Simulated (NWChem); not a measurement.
# CH9NSi2; SMILES N([SiH2][SiH3])C

```xyz
13

C      1.0985     1.9609     0.2933
N     -0.1190     1.5207    -0.3644
Si    -0.9946     0.0642     0.0447
Si     0.4445    -1.7980    -0.1055
H      1.7105     2.6005    -0.3791
H      0.9355     2.5305     1.2407
H      1.7260     1.0821     0.5529
H     -0.6739     2.2858    -0.7563
H     -2.1096    -0.0574    -0.9612
H     -1.6371     0.0323     1.4217
H     -0.3201    -3.0601     0.2034
H      1.5842    -1.7007     0.8774
H      1.0291    -1.9137    -1.4892
```
Atoms are numbered in this order, from 1.

Computed with NWChem. Pople sets run with spherical d functions. Geometry: optimised at PBE-D3(BJ)/def2-SVP. No frequency run checked for a minimum. Level: M05-2X/6-31G* with SMD (1 M gas to 1 M solution), gas-phase geometry. Reactions with the solvent are ignored.

```csv
solvent,dielectric constant,solvation free energy (kcal/mol),cavity-dispersion-structure term (kcal/mol),dipole in solution (D)
water,78.4,1.4,4.2,1.83
cyclohexane,2.02,-1.4,0.0,1.63
1-propanol,20.5,-2.4,0.2,1.81
methanol,32.6,-2.5,0.2,1.82
```
